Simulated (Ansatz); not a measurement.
Be₅Te₅⁻, relaxed as a doublet with UKS PBE-D4/def2-SVP in Ansatz, starting from the GFN1-xTB geometry. Force threshold 0.03 eV/Å.

In the def2 sets Te takes a core potential; there is no spin–orbit coupling. The relaxation made no stability test and no search for a lower SCF solution. The structure comes from a short search, and lower isomers may exist.

Start:

```xyz
10

Be   -1.9469    0.5101   -0.2663
Be   -0.4155   -2.1067    0.0717
Be    0.8421    2.5954   -1.1452
Be    0.1661    0.7318    1.6509
Be    1.6957   -0.2773    0.7515
Te   -1.7329   -0.8448    1.6777
Te   -1.0050   -0.9203   -1.9890
Te    1.4970    0.4152   -1.6922
Te    1.8530   -2.6785    0.5235
Te   -0.9535    2.5751    0.4175
```

| step | energy (eV) | largest force component (eV/Å) | SCF passes |
| --- | --- | --- | --- |
| 1 | -38475.6130 | 1.062 | 25 |
| 2 | -38476.3319 | 0.804 | 39 |
| 3 | -38476.7035 | 0.616 | 49 |
| 4 | -38477.0307 | 0.684 | 43 |
| 5 | -38477.4124 | 0.925 | 35 |
| 6 | -38477.8660 | 1.028 | 36 |
| 7 | -38478.2424 | 0.619 | 33 |
| 8 | -38478.4384 | 0.414 | 37 |
| 9 | -38478.5813 | 0.508 | 67 |
| 10 | -38478.7199 | 0.373 | 33 |
| 11 | -38478.8269 | 0.222 | 33 |
| 12 | -38478.9525 | 0.340 | 28 |
| 13 | -38479.0470 | 0.264 | 28 |
| 14 | -38479.0866 | 0.123 | 29 |
| 15 | -38479.0957 | 0.085 | 25 |
| 16 (rejected) | -38479.0956 | 0.082 | 24 |
| 17 | -38479.0986 | 0.029 | 25 |

Force components are those of the run's own axes.

End:

```tsv
atom	x (Å)	y (Å)	z (Å)
Be1	-1.977	0.475	0.014
Be2	-0.301	-1.386	0.179
Be3	0.259	0.963	-1.032
Be4	-0.064	0.627	1.257
Be5	1.872	-0.485	-0.150
Te6	-1.788	-0.815	2.046
Te7	-1.343	-0.695	-1.943
Te8	2.572	1.227	-1.464
Te9	1.691	-2.550	0.766
Te10	-0.920	2.638	0.327
```

Bonds lost: Be4–Be5, Te7–Te8 (atoms count from 1). Bonds formed: Be3–Te7 (atoms count from 1).

No frequencies were taken in this run, so the end may be a saddle point.

It took 2 min on 4 threads of Arm Neoverse V2 on a shared host.
